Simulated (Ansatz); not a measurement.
Gas-phase electronic energies from Ansatz, PBE0-D4/def2-TZVP geometries. CBS: MP2 limit from def2 TZ/QZ plus the TZ coupled-cluster correction, frozen cores. Functionals use def2-TZVPP. B3LYP here is the variant with VWN-RPA as its local correlation; programs differ in this. One conformer a species, not always the lowest.

Consider the isomerisation: `BC1C=CN1` → `BNC=C=C`.

| level | ΔE (kJ/mol) | difference from CCSD(T)/CBS |
| --- | --- | --- |
| BLYP-D4 | -166.9 | -27.9 |
| r2SCAN-D4 | -134.8 | 4.2 |
| BHLYP-D4 | -163.7 | -24.7 |
| ωB97X-V | -128.4 | 10.6 |
| PBE | -127.9 | 11.1 |
| revPBE | -135.9 | 3.1 |
| BLYP | -174.4 | -35.4 |
| PBE0 | -124.8 | 14.2 |
| B3LYP | -167.3 | -28.3 |
| BHLYP | -166.9 | -27.9 |
| LC-ωPBE | -115.5 | 23.5 |
| CCSD/def2-SVP | -152.2 | -13.2 |
| CCSD(T)/def2-SVP | -145.9 | -6.9 |
| MP2/def2-TZVPP | -119.9 | 19.1 |
| CCSD/def2-TZVPP | -147.8 | -8.8 |
| MP2/def2-QZVPP | -119.3 | 19.7 |
| CCSD(T)/CBS | -139.0 | 0 |

Largest T1 diagnostic among the species: 0.015.

From r2SCAN to r2SCAN0 (25 % exact exchange), in def2-TZVPP and without D4, ΔE moves by +3.4 kJ/mol. Leaving LDA and LC-ωPBE aside and taking each functional with its dispersion term where it has one, the values, not all of them listed here, spread over 49.5 kJ/mol, from BLYP-D4 to PBE-QIDH. LDA lies +26.2 kJ/mol from PBE without D4.
